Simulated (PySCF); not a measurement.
## Working out the excitation energy of I

I [Kr] 4d10 5s2 5p5 (2P) → I [Kr] 4d10 5s2 5p4 6s1 (4P). Calculation: PySCF 2.14, in aug-cc-pVTZ-PP with ECP28MDF; a scalar-relativistic core potential. Frozen: 4s2 4p6 4d10. Energies in hartree (1 hartree = 27.21139 eV):

```
             part    I (lower)    I (upper)
              UHF  -294.661883  -294.423163
MP2 opposite-spin    -0.089536    -0.074277
    MP2 same-spin    -0.025892    -0.027704
```

**Question.** What does Hartree-Fock give?

**Answer.** (-294.423163) − (-294.661883) = 0.238720 hartree = 6.496 eV.

**Question.** What do MP2 and SCS-MP2 (6/5 opposite-spin, 1/3 same-spin) give?

**Answer.** The opposite-spin parts differ by 0.415 eV and the same-spin parts by -0.049 eV. MP2: 6.496 + (0.415) + (-0.049) = 6.862 eV. SCS-MP2: 6.496 + 1.2 × (0.415) + (-0.049)/3 = 6.978 eV.
